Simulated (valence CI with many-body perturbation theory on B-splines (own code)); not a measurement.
# Xe⁴⁹⁺: calculated level list

Level of theory: configuration interaction combined with many-body perturbation theory (CI+MBPT): three valence electrons over a frozen Dirac-Fock core [He], radial functions for each j: 11 s, 11 p, 9 d, 7 f, 5 g, 2 h, 1 i, with the one-electron correlation potential Σ1, the two-electron term Σ2, the three-electron term Σ3, Breit, model QED; selected CI, second order for the rest (own B-spline code, finite nucleus).

The last digits are not significant, and no measured levels were compared; by estimate large intervals hold to a few tenths of a per cent, small ones and those within an open d or f shell to about a per cent.

Levels 91 to 101 of 101, with energies above the lowest level, (2s^2 2p1/2) J=1/2. "Leading %" is the weight of the configuration and term that name the level; weights of strongly mixed levels are sums over their largest components and can fall short. In the jj column 3d3/2^4 stands for four electrons in 3d with j = 3/2. Lifetimes count E1, E2, E3, M1 and M2 decay at the calculated energies, and are blank where another channel may lead or the interval is too uncertain; long ones can be off by a factor of two.

| No. | Configuration | Term | J | E (× 10³ cm⁻¹) | Leading % | Second component | Lifetime | Leading jj |
| --- | --- | --- | --- | --- | --- | --- | --- | --- |
| 91 | 2p2 3p | 2P° | 1/2 | 48661 | 86 | 8 % 2p2 3p 4D° | 8.01 fs | 2p1/2 2p3/2 3p3/2 (99 %) |
| 92 | 2p2 3d | 2G | 7/2 | 48707 | 47 | 28 % 2p2 3d 4F | 565 fs | 2p1/2 2p3/2 3d3/2 (94 %) |
| 93 | 2p2 3d | 2F | 5/2 | 48799 | 32 | 24 % 2p2 3d 4P | 2.22 fs | 2p1/2 2p3/2 3d3/2 (84 %) |
| 94 | 2p2 3d | 4D | 7/2 | 48820 | 48 | 34 % 2p2 3d 4F | 67.0 fs | 2p1/2 2p3/2 3d5/2 (98 %) |
| 95 | 2p2 3d | 2D | 3/2 | 48837 | 46 | 25 % 2p2 3d 4D | 2.39 fs | 2p1/2 2p3/2 3d3/2 (86 %) |
| 96 | 2p2 3d | 4P | 1/2 | 48901 | 37 | 32 % 2p2 3d 2P | 1.79 fs | 2p1/2 2p3/2 3d3/2 (99 %) |
| 97 | 2p2 3d | 4P | 3/2 | 48943 | 39 | 36 % 2p2 3d 2P | 2.37 fs | 2p1/2 2p3/2 3d5/2 (86 %) |
| 98 | 2p2 3d | 2G | 9/2 | 48943 | 62 | 38 % 2p2 3d 4F | 622 fs | 2p1/2 2p3/2 3d5/2 (100 %) |
| 99 | 2p2 3d | 2F | 5/2 | 48953 | 40 | 30 % 2p2 3d 4D | 2.28 fs | 2p1/2 2p3/2 3d5/2 (87 %) |
| 100 | 2p2 3d | 2D | 5/2 | 49066 | 60 | 22 % 2p2 3d 4P | 1.57 fs | 2p1/2 2p3/2 3d5/2 (94 %) |
| 101 | 2p2 3d | 2F | 7/2 | 49107 | 65 | 18 % 2p2 3d 2G | 1.57 fs | 2p1/2 2p3/2 3d5/2 (96 %) |
